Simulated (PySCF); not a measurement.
# B97-3 on Tc⁺ (technetium, charge +1)

Configuration: [Kr] 4d5 5s1, high-spin 7S determinant. All numbers are calculated (PySCF 2.14, the spin-free X2C one-electron Hamiltonian (Gaussian nucleus), in ANO-RCC-VTZP).

```
Total energy                        : -4284.59 hartree
One-electron energy                 : -5892.85 hartree
Hartree (Coulomb) energy            : 1737.50 hartree
Exchange-correlation energy         : -129.24 hartree
⟨S²⟩                                : 12.0004
⟨L²⟩                                : 0.000
Sum of ⟨r⟩                          : 28.87 bohr
Sum of ⟨r²⟩                         : 42.22 bohr²
Langevin diamagnetic susceptibility : -33.4 ×10⁻⁶ cm³/mol
```

```json
{"shell": "1s α", "electrons": "1", "mean orbital energy (hartree)": "-769.03099", "rms radius, mean of both spins (bohr)": "0.0394"}
{"shell": "1s β", "electrons": "1", "mean orbital energy (hartree)": "-769.03003", "rms radius, mean of both spins (bohr)": "0.0394"}
{"shell": "2s α", "electrons": "1", "mean orbital energy (hartree)": "-110.80583", "rms radius, mean of both spins (bohr)": "0.162"}
{"shell": "2s β", "electrons": "1", "mean orbital energy (hartree)": "-110.77833", "rms radius, mean of both spins (bohr)": "0.162"}
{"shell": "2p α", "electrons": "3", "mean orbital energy (hartree)": "-99.15996", "rms radius, mean of both spins (bohr)": "0.144"}
{"shell": "2p β", "electrons": "3", "mean orbital energy (hartree)": "-99.13728", "rms radius, mean of both spins (bohr)": "0.144"}
{"shell": "3s α", "electrons": "1", "mean orbital energy (hartree)": "-19.86478", "rms radius, mean of both spins (bohr)": "0.443"}
{"shell": "3s β", "electrons": "1", "mean orbital energy (hartree)": "-19.84671", "rms radius, mean of both spins (bohr)": "0.443"}
{"shell": "3p α", "electrons": "3", "mean orbital energy (hartree)": "-16.01131", "rms radius, mean of both spins (bohr)": "0.448"}
{"shell": "3p β", "electrons": "3", "mean orbital energy (hartree)": "-15.99134", "rms radius, mean of both spins (bohr)": "0.448"}
{"shell": "3d α", "electrons": "5", "mean orbital energy (hartree)": "-9.77898", "rms radius, mean of both spins (bohr)": "0.436"}
{"shell": "3d β", "electrons": "5", "mean orbital energy (hartree)": "-9.74480", "rms radius, mean of both spins (bohr)": "0.436"}
{"shell": "4s α", "electrons": "1", "mean orbital energy (hartree)": "-3.20092", "rms radius, mean of both spins (bohr)": "1.13"}
{"shell": "4s β", "electrons": "1", "mean orbital energy (hartree)": "-3.05119", "rms radius, mean of both spins (bohr)": "1.13"}
{"shell": "4p α", "electrons": "3", "mean orbital energy (hartree)": "-2.12909", "rms radius, mean of both spins (bohr)": "1.26"}
{"shell": "4p β", "electrons": "3", "mean orbital energy (hartree)": "-1.95552", "rms radius, mean of both spins (bohr)": "1.26"}
{"shell": "4d α", "electrons": "5", "mean orbital energy (hartree)": "-0.62305", "rms radius, mean of both spins (bohr)": "1.80"}
{"shell": "5s α", "electrons": "1", "mean orbital energy (hartree)": "-0.46618", "rms radius, mean of both spins (bohr)": "3.20"}
```

Densities and radii are taken from the X2C orbitals without a picture-change correction, which distorts them close to the nucleus.
